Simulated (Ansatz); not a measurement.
The same isomerisation along the group O, S, Se.

Isolated molecules relaxed with PBE0-D4/def2-TZVP in Ansatz; ΔE leaves out vibrations. CCSD(T)/CBS adds triple-zeta CCSD(T) − MP2 to the extrapolated MP2 energy (def2 sets, frozen cores). Double bonds are as drawn, so ΔE can hold a change between cis and trans. Functionals use def2-TZVPP. For Se outer-core shells are correlated without core-valence functions, which leaves a few kJ/mol of doubt a bond. Scalar relativity is left out up to krypton. Each species was taken in one conformer, which may not be the lowest.

| reaction | MP2/CBS(def2) (eV) | B2PLYP (eV) | ωB97M-V (eV) |
| --- | --- | --- | --- |
| `C/N=C/O` → `C=NCO` | 0.66 | 0.66 | 0.65 |
| `C/N=C/S` → `C=NCS` | 0.26 | 0.29 | 0.25 |
| `C/N=C/[SeH]` → `C=NC[SeH]` | 0.20 | 0.23 | 0.20 |

Q: Give the CCSD(T)/CBS values in the same order. (Best estimate.)

A: The calculation gave: 0.60, 0.23, 0.18 eV.

Largest T1 diagnostic: 0.013, for `C/N=C/O`.
